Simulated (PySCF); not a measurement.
Computed IR spectrum (relative IR intensity) of a molecule C₂H₇ClSi. The structure is a stationary point at PBE-D3(BJ)/def2-SVP. Other conformers were not sampled. Calculation: PySCF with PBE-D3(BJ)/def2-SVP. Frequencies are harmonic and unscaled.

Lines under 2 % of the strongest are left out, and lines within 2 cm⁻¹ are merged.

ν (cm⁻¹): 511 (m), 538 (w), 634 (w), 658 (w), 718 (w), 833 (vs), 915 (m), 949 (m), 961 (w), 1031 (w), 1374 (vw), 1425 (vw), 1428 (vw), 2166 (s), 2175 (s), 2964 (w), 2969 (w), 3055 (w), 3062 (w) (against the strongest line: vs over 80 %, s over 45 %, m over 15 %, w over 4 %, vw less)

Question: Which molecule gave these data?
A. CC[SiH2]Cl
B. [SiH3]CCCl
C. C[SiH](C)Cl

Answer: A, CC[SiH2]Cl
